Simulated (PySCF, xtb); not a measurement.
C2H6BBrO. Atoms are numbered in the order given.

```xyz
11

B      0.6238     0.6378    -0.1251
Br    -0.8682    -0.2708     0.7793
C      0.9711     0.3157    -1.6190
C      0.8662    -1.1494    -2.0598
H      1.9768     0.7205    -1.8272
H      0.2770     0.9323    -2.2251
H     -0.1474    -1.5448    -1.8938
H      1.5624    -1.7900    -1.4947
H      1.1033    -1.2652    -3.1290
O      1.3108     1.5660     0.5661
H      0.9855     1.7103     1.4652
```
Charge 0, spin multiplicity 1.

Geometry optimised at B3LYP-D3(BJ)/def2-SVP. The values are those of a single conformer.

Level of theory: C-PCM-B3LYP/def2-SVP in PySCF 2.14.0.

The values are the electrostatic part of the solvation free energy, E(continuum) − E(gas) at the gas-phase geometry, in a cavity of scaled van der Waals radii (PySCF's table); cavitation and dispersion terms are not included. In vacuum the orbital gap is 7.72 eV. The dipole moment in vacuum is 0.86 D.

Question: Estimate the values in water (ε = 78.36), acetonitrile (ε = 35.69), chloroform (ε = 4.71). (Estimate from the structure and the level; the computed values follow.)

Answer: 
| solvent | ε | ΔG(elec) (kcal/mol) | dipole (D) | gap (eV) |
|---|---|---|---|---|
| water | 78.36 | -3.8 | 1.19 | 7.85 |
| acetonitrile | 35.69 | -3.8 | 1.18 | 7.85 |
| chloroform | 4.71 | -3.0 | 1.11 | 7.82 |

For comparison, GFN2-xTB/ALPB(water) (xtb, at the GFN2-xTB geometry, all terms of that model) gives -4.7 kcal/mol.
